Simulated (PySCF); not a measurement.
Species: C8H4N2.
Structure used (PBE0-D3(BJ)/def2-SVP), in Å, numbered top down from 1:
```
atom  x, y, z in Å
N1     3.6745   -0.4789   -1.5037
C2     2.6665   -0.4850   -0.9287
C3     1.4394   -0.4468   -0.2198
C4     0.5585   -1.3781    0.1976
C5    -0.4108   -0.3549    0.7521
C6    -1.3699    0.2785   -0.2545
C7    -2.6849   -0.0811   -0.6425
N8    -3.7616   -0.4005   -0.9341
C9    -0.4880    1.2153   -0.6571
C10    0.6021    0.7312    0.2764
H11    0.5237   -2.4660    0.1197
H12   -0.7326   -0.4269    1.8002
H13   -0.5213    2.0005   -1.4141
H14    1.0660    1.4372    0.9789
```

Computed at PBE0/pcSseg-1 (PySCF, non-relativistic), with Q(14N) = 0.02044 b: N1, 14N (I = 1): χzz = -4.634 MHz, η = 0.025.

Find the zero-field quadrupole resonance frequencies of 14N at N1.

From ν± = (3/4)|χ|(1 ± η/3) and ν0 = |χ|η/2: ν+ 3.505 MHz, ν− 3.446 MHz, ν0 0.059 MHz (nitrile nitrogen).

In a crystal, neighbours and librations shift these lines. Isolated species at its PBE0-D3(BJ)/def2-SVP geometry, gas phase. With so small a basis the couplings can be 20 % off.
